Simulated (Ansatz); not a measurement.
`F[SiH2][O][GeH2][Cl]` + H–F → `[F][GeH2][Cl]` + `O[SiH2]F` at 700 K and 1 bar (ligand exchange at a Ge–O bond).

Program: Ansatz. Geometries: PBE0-D4/def2-TZVP. ΔE: electronic, gas phase. CBS: MP2 limit from def2 TZ/QZ plus the TZ coupled-cluster correction, frozen cores. This one scheme is used for every species. For Ge outer-core shells are correlated without core-valence functions, which leaves a few kJ/mol of doubt a bond. Scalar relativity is left out up to krypton. One conformer a species, not always the lowest.

| species | CCSD(T)/CBS energy (Eh) | H − E (kJ/mol) | S (J/(mol·K)) |
| --- | --- | --- | --- |
| `F[SiH2][O][GeH2][Cl]` | -3002.51804 | 191.4 | 505.6 |
| H–F | -100.39570 | 45.2 | 198.5 |
| `[F][GeH2][Cl]` | -2636.95386 | 96.6 | 360.2 |
| `O[SiH2]F` | -465.96250 | 137.3 | 346.2 |

H − E and S are ideal-gas, rigid-rotor, harmonic terms from PBE0-D4/def2-TZVP, for one conformer and one mirror image of each species. 1 Eh = 2625.50 kJ/mol, R = 8.31446 J/(mol·K).

**Question.** By hand: ΔE, ΔH, ΔS and ΔG.

**Answer.** ΔE = (-2636.95386) + (-465.96250) − (-3002.51804) − (-100.39570) = -0.00262 Eh = -6.9 kJ/mol. Δ(H − E) = 96.6 + 137.3 − 191.4 − 45.2 = -2.7, so ΔH = -9.6 kJ/mol. ΔS = 360.2 + 346.2 − 505.6 − 198.5 = 2.3 J/(mol·K). ΔG = -9.6 − 700 × (2.3)/1000 = -11.2 kJ/mol.

**Question.** By hand: the equilibrium constant, and the temperature at which ΔG would vanish if ΔH and ΔS stayed fixed.

**Answer.** log₁₀ K = −ΔG/(RT ln 10) = 0.8. ΔH and −TΔS have one sign here, so there is no such temperature.

The number of gas molecules stays the same, so ΔS is small and ΔH decides. A doubt of 5 kJ/mol in ΔE shifts log₁₀ K by 0.4 here. Other conformers and mirror images would add mixing entropy, several J/(mol·K) or more a flexible species. Modes under 60 cm⁻¹, often nearly free rotors, make the harmonic entropy too high. These are equilibria of isolated gas molecules and say nothing of rates. Largest T1 diagnostic: 0.011 (customary marks: 0.02 for closed shells, 0.045 for open ones).

ΔS is within the doubt of such terms, so its sign, and with it that verdict, could turn.
